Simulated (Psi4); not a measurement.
propyl chloride (C3H7Cl), singlet, geometry from GFN2-xTB. Base run: BLYP/def2-SVP in Psi4.

Here is a job for Psi4.
```
memory 2 GB

molecule mol {
0 1
  C     0.895568   -0.626932    0.008948
  C     2.362496   -0.211158    0.028295
  C    -0.008376    0.594253    0.001829
  H     0.672448   -1.235995    0.886785
  H     0.694098   -1.230258   -0.878038
  H     3.001061   -1.090297    0.033271
  Cl   -1.726146    0.108846   -0.020821
  H     2.603733    0.384592   -0.849005
  H     2.582092    0.378857    0.915103
  H     0.135530    1.199972    0.896784
  H     0.157393    1.205765   -0.885371
}

set basis def2-svp
set reference rks

energy('blyp')
print_variables()
```

The base run was repeated with changes; each row names its change, and settings that it needs were set with it.

| change | ΔE vs base (mEh) | SCF cycles | grid points | basis functions |
|---|---|---|---|---|
| base | 0.000 | 9 | 233813 | 95 |
| dft_spherical_points = 110 | 0.309 | 9 | 85422 | 95 |
| basis_guess = sto-3g | 0.000 | 8 | 233813 | 95 |
| dft_radial_scheme = becke | 0.004 | 9 | 207028 | 95 |
| diis_max_vecs = 15 | 0.000 | 9 | 233813 | 95 |
| scf_initial_accelerator = none | 0.000 | 9 | 233813 | 95 |
| puream = true | 0.000 | 9 | 233813 | 95 |
| dft_basis_tolerance = 1e-8 | 0.000 | 9 | 231913 | 95 |
| dft_radial_points = 150 | 0.001 | 9 | 464238 | 95 |
| guess = gwh | 0.000 | 13 | 233813 | 95 |
| guess = sap | 0.000 | 13 | 233813 | 95 |
| d_convergence = 1e-8 | 0.000 | 12 | 233813 | 95 |
| scf_type = direct | 0.098 | 11 | 233813 | 95 |
